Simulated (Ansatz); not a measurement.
`[F][In]([F])[Cl]` + `[SiH3]I` → `[F][InH][Cl]` + `F[SiH2]I`  (redistribution)

Gas-phase electronic energies from Ansatz, PBE0-D4/def2-TZVP geometries. CCSD(T)/CBS is the MP2 limit (def2-TZVPP, def2-QZVPP) plus CCSD(T) − MP2 in def2-TZVPP, frozen cores. Elements past krypton have def2 core potentials. For I, In outer-core shells are correlated without core-valence functions, which leaves a few kJ/mol of doubt a bond.

| species | MP2/def2-QZVPP energy (Eh) |
| --- | --- |
| `[F][In]([F])[Cl]` | -849.04615 |
| `[SiH3]I` | -588.20456 |
| `[F][InH][Cl]` | -749.84128 |
| `F[SiH2]I` | -687.44870 |

Work out ΔE.

ΔE = (-749.84128) + (-687.44870) − (-849.04615) − (-588.20456) = -0.03927 Eh = -103.1 kJ/mol. CCSD(T)/CBS gives -100.0 kJ/mol.

Largest T1 diagnostic among the species: 0.016.

Leaving LDA and LC-ωPBE aside and taking each functional with its dispersion term where it has one, the values, not all of them listed here, spread over 16.9 kJ/mol, from r2SCAN0-D4 to revPBE-D4. LDA lies −18.9 kJ/mol from PBE without D4. From r2SCAN to r2SCAN0 (25 % exact exchange), in def2-TZVPP and without D4, ΔE moves by −5.0 kJ/mol.
